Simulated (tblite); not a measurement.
C7H13PS.
Numbering: `[CH3:1]/[CH:2]=[CH:3]/[P:4]1[CH2:5][CH2:6][S:7][CH2:8][CH2:9]1` (hydrogens: H10, H11, H12 on C1; H13 on C2; H14 on C3; H15, H16 on C5; H17, H18 on C6; H19, H20 on C8; H21, H22 on C9)

Computed geometry: GFN2-xTB, gas phase.

Q: What internal coordinates does the optimisation give?

A: 
```csv
bond,length (bohr),order
C1–C2,2.816,single
C2=C3,2.507,double
C3–P4,3.438,single
"P4–C5, P4–C9",3.529,single
"C5–C6, C8–C9",2.869,single
"C6–S7, S7–C8",3.441,single
"C1–H10, C1–H11, C1–H12",2.058,single
C2–H13,2.047,single
C3–H14,2.049,single
C5–H15 and 3 like bonds,2.068,single
C6–H17 and 3 like bonds,2.062,single
```

Bonds in one row agree within 0.02 bohr and their mean is given. Orders are formal, as drawn. A selection of angles:
```csv
angle,degrees
C2–C1–H10,111.2
C2–C1–H11,110.1
H10–C1–H11,109.0
H11–C1–H12,107.5
C1–C2–C3,124.8
C1–C2–H13,115.6
C3–C2–H13,119.6
C2–C3–P4,122.0
C2–C3–H14,120.7
P4–C3–H14,117.2
C3–P4–C5,98.0
C5–P4–C9,96.0
P4–C5–C6,110.8
P4–C5–H15,110.1
P4–C5–H16,107.7
C6–C5–H15,110.1
H15–C5–H16,108.7
C5–C6–S7,112.1
C5–C6–H17,111.4
S7–C6–H17,107.9
S7–C6–H18,104.8
H17–C6–H18,109.1
C6–S7–C8,99.2
H21–C9–H22,108.5
```

Torsions: C1–C2–C3–P4 180° (antiperiplanar); C2–C3–P4–C5 179° (antiperiplanar); C3–P4–C5–C6 -164° (antiperiplanar); P4–C5–C6–S7 72° (synclinal); C5–C6–S7–C8 -62° (synclinal); C6–S7–C8–C9 62° (synclinal); S7–C8–C9–P4 -72° (synclinal); C3–P4–C9–C8 164° (antiperiplanar). The mirror-image conformer, all signs reversed, is as good.

P4 (phosphine phosphorus) is pyramidal (angles 98.1°, 98.0° and 96.0°, sum 292.1°, 0.92 Å off the plane of its three neighbours). The 3 C–P bonds span 1.819 Å (C3–P4, drawn single) to 1.871 Å (P4–C9, drawn single), a spread of 0.052 Å. The C–C distances run from 1.327 Å (C2=C3, drawn double) to 1.519 Å (C5–C6, drawn single), a spread of 0.192 Å. The 6-membered ring P4–C5–C6–S7–C8–C9 has internal angles of 96.0° to 112.1° (sum 641°, against 720° for a flat polygon); it is puckered, 0.32 Å rms from its mean plane, widest ring torsion 72°. Of the pairs four or more bonds apart, H14···H15 is among the closest relative to their van der Waals radii: 2.43 Å, 101 % of the sum of Bondi's values.

Point group: C1 (no symmetry element, even within 0.4 Å). GFN2-xTB frequencies show an imaginary mode (41i cm⁻¹), so the point is no minimum at that level. 3 starts were optimised and ended at 0.00, 2.28 and 3.35 kcal/mol (GFN2-xTB); the lowest of these is shown.
